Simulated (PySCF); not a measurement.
From one molecule to another.

First species: C6H10N2Si.
Structure used (GFN2-xTB), in Å, numbered top down from 1:
```xyz
19
C6H10N2Si angstrom
C     -2.1499    0.0741   -1.5415
C     -0.9708    0.1354   -0.9328
C     -0.7624   -0.0006    0.5090
C     -1.9144   -0.4780    1.3451
N      0.3136    0.2366    1.1438
C      1.5474    0.6874    0.5884
Si     2.5407   -0.8747    0.0113
C      1.5055    1.6664   -0.4578
N      1.4878    2.4668   -1.2788
H     -3.0738   -0.0682   -1.0073
H     -2.2322    0.1807   -2.6103
H     -0.0816    0.3017   -1.5265
H     -2.3028   -1.4158    0.9537
H     -1.5810   -0.6212    2.3685
H     -2.7149    0.2598    1.3351
H      2.1106    1.1348    1.4204
H      2.5719   -1.7684    1.1636
H      3.8726   -0.4222   -0.3834
H      1.8241   -1.4851   -1.1079
```

Second species: C2H7F3NPSi2.
SMILES: `FC(F)(F)/C=P\N([SiH3])[SiH3]`

Levels: PBE0/pcSseg-1 for dipole moment, HOMO energy, LUMO energy and HOMO–LUMO gap; GFN2-xTB for rotational constant A and rotational constant C. Geometries: GFN2-xTB. Each structure is a single optimised conformer of the isolated species, non-relativistic unless stated. Electronic properties by PySCF.

Dipoles, sizes and rotational constants follow the conformer. The torsions of the flexible species, by atom-mapped SMILES:
- `[CH2:1]=[CH:2]/[C:3]([CH3:4])=[N:5]\[C@@H:6]([SiH3:7])[C:8]#[N:9]`: C1–C2–C3–C4 11°, C3–N5–C6–Si7 -86°
- `[F:1][C:2]([F:3])([F:4])/[CH:5]=[P:6]\[N:7]([SiH3:8])[SiH3:9]`: F1–C2–C5–P6 88°, C5–P6–N7–Si8 -54°

Question: Which of the two has the higher HOMO–LUMO gap, and by how much?

Answer: The first: 5.72 eV against 5.07 eV, a difference of 0.65 eV.

Question: Which of the two has the higher LUMO energy, and by how much?

Answer: The first: -1.64 eV against -2.24 eV, a difference of 0.60 eV.

Question: Which has the higher HOMO energy?

Answer: The second: -7.31 eV against -7.36 eV, a difference of 0.05 eV.

Question: Which of the two has the higher dipole moment, and by how much?

Answer: The first: 3.20 D against 2.23 D, a difference of 0.97 D.

Question: Which of the two has the higher rotational constant C, and by how much?

Answer: The first: 0.818 GHz against 0.619 GHz, a difference of 0.199 GHz.

Question: Which of the two has the higher rotational constant A, and by how much?

Answer: The first: 1.785 GHz against 1.568 GHz, a difference of 0.217 GHz.

On the first: The dipole equals about 10.7 × 10⁻³⁰ C·m (1 D = 3.33564 × 10⁻³⁰ C·m).

On the second: The dipole matches unit charges of opposite sign 0.47 Å apart (1 e·Å = 4.8032 D).
